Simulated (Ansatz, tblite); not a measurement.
Removing and adding an electron: Sn6S6 (the lowest singlet isomer of a short search). Charge 0, multiplicity 1. Geometry: PBE-D4/def2-SVP. Ansatz, gas phase; energy differences of separate SCF runs; the oxidised species was run as a doublet alone; the reduced species was run as a doublet alone.

```
atom   x (Å)   y (Å)   z (Å)
 Sn1   1.747   1.505  -0.225
 Sn2   0.732  -0.025   3.169
 Sn3   0.798  -2.172  -0.103
 Sn4  -0.121  -0.138  -3.249
 Sn5  -1.798   1.799   1.349
 Sn6  -2.704  -0.616  -0.771
  S7  -1.307  -2.186  -2.146
  S8  -1.267  -0.921   1.490
  S9  -0.973   1.509  -1.201
 S10   0.463   2.407   2.256
 S11   1.983  -0.656  -1.927
 S12   2.446  -0.504   1.358
```

In the def2 sets Sn takes a core potential; there is no spin–orbit coupling. The xTB rows come from tblite. HOMO above LUMO, or a gap near zero within one spin, warns that the state may not be the lowest or that an electron is smeared out. The structure comes from a short search, and lower isomers may exist.

Problem. Estimate orbital energies and vertical ionisation energies and electron affinities at: GFN1-xTB; GFN2-xTB; PBE-D4/def2-SVP; PBE0-D4/def2-SVP.

Solution. 
| level | −HOMO (eV) | vertical IE (eV) | −LUMO (eV) | vertical EA (eV) | HOMO–LUMO gap (eV) | IE − EA (eV) | remarks |
| --- | --- | --- | --- | --- | --- | --- | --- |
| GFN1-xTB | 9.74 | 11.81 | 7.12 | 5.11 | 2.62 | 6.70 | – |
| GFN2-xTB | 10.67 | 12.57 | 8.34 | 6.60 | 2.33 | 5.96 | – |
| PBE-D4/def2-SVP | 5.17 | 7.01 | 3.13 | 1.49 | 2.05 | 5.52 | HOMO above zero (-1 doublet), gap within one spin near zero (-1 doublet) |
| PBE0-D4/def2-SVP | 6.03 | 7.32 | 2.56 | 1.42 | 3.46 | 5.89 | – |

Relaxing the reduced species (PBE-D4/def2-SVP) changes its energy by -0.39 eV at PBE-D4/def2-SVP, so the adiabatic electron affinity to this nearest minimum is 1.87 eV. On the way the bond Sn6–S8 breaks. At PBE0-D4/def2-SVP it is 1.99 eV.     A HOMO above zero means that the electron is unbound at that level or that self-interaction error raises the level; the energy of removing that electron tells which. Raw xTB energy differences between charge states are shifted by several eV; the methods need an empirical correction for them. Sets without diffuse functions give affinities that are too small.
